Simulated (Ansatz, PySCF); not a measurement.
B(F)2(Et) (C2H5BF2), SMILES CCB(F)F. Atoms are numbered in the order given.

```xyz
10

B      0.1401     0.2008     0.5472
F      0.4998    -1.0063     0.9505
F      0.2503     1.1682     1.4434
C     -0.3854     0.4841    -0.8955
C     -0.4572    -0.7202    -1.8248
H      0.2530     1.2815    -1.3191
H     -1.3740     0.9678    -0.7873
H     -1.1208    -1.5003    -1.4218
H      0.5325    -1.1814    -1.9629
H     -0.8361    -0.4454    -2.8206
```
Charge 0, spin multiplicity 1.

Geometry optimised at PBE0-D3(BJ)/def2-SVP. One conformer was computed; it need not be the lowest.

Two levels are set side by side: PBE-D3(BJ)/def2-SVP (Ansatz, an electronic-structure program) and PBE0-D3(BJ)/def2-SVP (Ansatz). Each level has its own optimised geometry; the coordinates shown are those of the second. Frequencies come from the Hessian of PySCF at each geometry. Differences are taken from unrounded values.

```tsv
quantity	PBE0-D3(BJ)
mean bond length (Å)	1.249
bond B1–F2 (Å)	1.323
bond B1–F3 (Å)	1.323
bond B1–C4 (Å)	1.561
bond C4–C5 (Å)	1.523
bond C4–H6 (Å)	1.106
bond C4–H7 (Å)	1.106
bond C5–H8 (Å)	1.101
bond C5–H9 (Å)	1.101
bond C5–H10 (Å)	1.100
highest harmonic wavenumber (cm⁻¹)	3155
mean harmonic wavenumber (cm⁻¹)	1376
zero-point energy (kcal/mol)	47.21
```

Question: What does PBE-D3(BJ) give, and how far is it from PBE0-D3(BJ)? (An estimate is asked for; the answer gives what the named calculation found.)

Answer: 
| quantity | PBE-D3(BJ) | PBE-D3(BJ) minus PBE0-D3(BJ) |
|---|---|---|
| mean bond length (Å) | 1.258 | 0.009 |
| bond B1–F2 (Å) | 1.335 | 0.013 |
| bond B1–F3 (Å) | 1.336 | 0.012 |
| bond B1–C4 (Å) | 1.568 | 0.007 |
| bond C4–C5 (Å) | 1.532 | 0.009 |
| bond C4–H6 (Å) | 1.114 | 0.009 |
| bond C4–H7 (Å) | 1.114 | 0.009 |
| bond C5–H8 (Å) | 1.109 | 0.008 |
| bond C5–H9 (Å) | 1.109 | 0.008 |
| bond C5–H10 (Å) | 1.108 | 0.008 |
| highest harmonic wavenumber (cm⁻¹) | 3064 | -90 |
| mean harmonic wavenumber (cm⁻¹) | 1332 | -43 |
| zero-point energy (kcal/mol) | 45.72 | -1.49 |

Exact exchange shortens and stiffens bonds; PBE has none. Differences between two approximate levels are no errors against the true value.
